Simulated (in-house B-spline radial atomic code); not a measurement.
Results of a calculation; reference values are marked as such.
# Ca in an electron gas of r_s = 3: phase shifts, screening, friction and resistivity

A nucleus sits in a uniform electron gas with a rigid positive background. The Kohn-Sham equations are solved self-consistently in the spin-unpolarised LDA (PW92), non-relativistic, on B-splines with outgoing waves at the boundary and partial waves to l = 8. The model has no lattice, no bands and no magnetic solution. Atomic units; δ_l are the phase shifts at the Fermi level, counted so that each bound state adds π, and good to about 0.0005.

The density parameter is r_s = 3 bohr, near that of the valence electrons of Ag (1 per atom, density 10.5 g/cm³, mass 107.87 u, which gives r_s = 3.02).

| l | δ_l (rad) |
| --- | --- |
| 0 | 9.1621 |
| 1 | 6.3501 |
| 2 | 0.6639 |
| 3 | -0.0126 |
| 4 | -0.0030 |
| 5 | -0.0002 |
| 6 | -0.0002 |
| 7 | -0.0001 |
| 8 | -0.0001 |

Bound levels below the band bottom (hartree): s -143.5, s -14.62, p -11.86, s -1.316, p -0.6488.

Task: Check the Friedel sum rule, and say where the screening charge sits.

Result: k_F = (9π/4)^(1/3)/r_s = 0.63972. The rule is Z = (2/π) Σ (2l + 1) δ_l. The terms are s 5.833, p 12.128, d 2.113, f -0.056 and -0.022 beyond, in all 19.995 against Z = 20. Bound states hold 6 s, 12 p, 0 d electrons, so the scattering states carry 2.00 in all; where a term is smaller than its bound count, the bound level has drawn weight out of the band.

Task: Find the transport cross section and the electronic stopping of a 10 keV Ca ion (mass 40.08 u).

Result: σ_tr = (4π/k_F²) Σ (l + 1) sin²(δ_l − δ_(l+1)). The terms for l = 0 to 3 are 0.1048, 0.6320, 1.1759, 0.0004, all together 1.9131, so σ_tr = 30.707 × 1.9131 = 58.744 bohr². With n = 3/(4π r_s³) = 0.008842, the friction coefficient is Q = n k_F σ_tr = 0.3323. For v well below v_F = 0.640, dE/dx = Q v; with 24801 eV per u at v = 1, v = √(10000/(24801 × 40.08)) = 0.1003, so dE/dx = 0.03333 hartree/bohr = 17.1 eV/nm. The largest term couples the d and f waves.

Task: What residual resistivity would 1 atomic per cent of such centres give in Ag?

Result: Δρ = k_F n_i σ_tr/n in atomic units of 21.74 μΩ·cm. With one host atom per 1 electron, n_i/n = 0.01/1, so Δρ = 0.6397 × 0.01000 × 58.744 × 21.74 = 8.17 μΩ·cm. This is an atom added to the gas, as on an interstitial site.

Task: On a substitutional site the background of one host ion, a sphere holding 1 charge, is taken out. The phase shifts for l = 0 to 4 become 9.0345, 6.2836, 0.4052, -0.0062, -0.0024. What follows?

Result: The Friedel sum is now 19.00, for Z − 1 = 19. The sum in σ_tr is 0.9350, so σ_tr = 28.71 bohr² and Δρ = 3.99 μΩ·cm per atomic per cent, 0.49 times the value above. A real host ion scatters too, so this model doesn't give zero even for the host's own atom.
